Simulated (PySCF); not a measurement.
ClH4NO2Si, SMILES N[Si](O)(O)Cl. Geometry: PBE-D3(BJ)/def2-SVP. Other conformers were not sampled.

These are PBE-D3(BJ)/def2-SVP run with PySCF 2.14.0 values and carry that method's errors.

Harmonic wavenumbers (cm⁻¹): 117, 177, 211, 264, 279, 295, 344, 356, 400, 515, 763, 808, 819, 840, 936, 961, 1480, 3498, 3599, 3754, 3765. Rotational constants (GHz): 3.741, 2.365, 2.253; symmetry number 1.

Question: Work out the zero-point energy and the ideal-gas rigid-rotor harmonic-oscillator thermochemistry at 298.15 K and 1 atm.

Answer: ZPE = ½ Σ hcν = ½ × 24179 cm⁻¹ = 34.57 kcal/mol. H − E(el) = 39.97 kcal/mol. Entropy in cal/(mol K): translation 40.10, rotation 27.18, vibration 17.15, total 84.43. G − E(el) = 14.80 kcal/mol. Cp = 28.07 cal/(mol K). Modes under 150 cm⁻¹ make the vibrational entropy uncertain.
